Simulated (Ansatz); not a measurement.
One change: `CC[N](CC)[In]([Cl])[Cl]` becomes `CC[N](CC)[Ge]([F])([F])[F]`.

Ansatz, PBE0-D4/def2-TZVP geometries, multiplicity 1. Each molecule was computed in one conformer, which needn't be the lowest.

Elements past krypton have def2 core potentials. Scalar relativity is left out up to krypton.

| property | `CC[N](CC)[In]([Cl])[Cl]` |
| --- | --- |
| HOMO energy (PBE/def2-TZVPP) / eV | -5.29 |
| size of the dipole moment (ωB97M-V/def2-TZVPP) / D | 3.67 |
| HOMO energy (B3LYP/def2-TZVPP) / eV | -6.37 |
| HOMO energy (ωB97M-V/def2-TZVPP) / eV | -8.83 |
| HOMO–LUMO gap (ωB97M-V/def2-TZVPP) / eV | 9.02 |
| LUMO energy (ωB97M-V/def2-TZVPP) / eV | 0.19 |

Problem. What does the change do to each property? (An estimate is asked.)

Solution. Ansatz gave: 
```csv
property,`CC[N](CC)[Ge]([F])([F])[F]`,shift
HOMO energy (PBE/def2-TZVPP) / eV,-5.89,-0.60
size of the dipole moment (ωB97M-V/def2-TZVPP) / D,3.87,0.20
HOMO energy (B3LYP/def2-TZVPP) / eV,-7.08,-0.71
HOMO energy (ωB97M-V/def2-TZVPP) / eV,-9.62,-0.79
HOMO–LUMO gap (ωB97M-V/def2-TZVPP) / eV,11.44,2.42
LUMO energy (ωB97M-V/def2-TZVPP) / eV,1.82,1.63
```

With PBE0 the HOMO falls by 0.72 eV and the LUMO rises by 1.54 eV, so the gap widens by about 2.26 eV. PBE moves the HOMO by -0.60 eV and ωB97M-V by -0.79 eV. Dipoles are sizes alone; their direction can turn.

Positive LUMOs are unbound, so they and the gaps depend on the basis.

B3LYP here is the variant with VWN-RPA as its local correlation; programs differ in this.
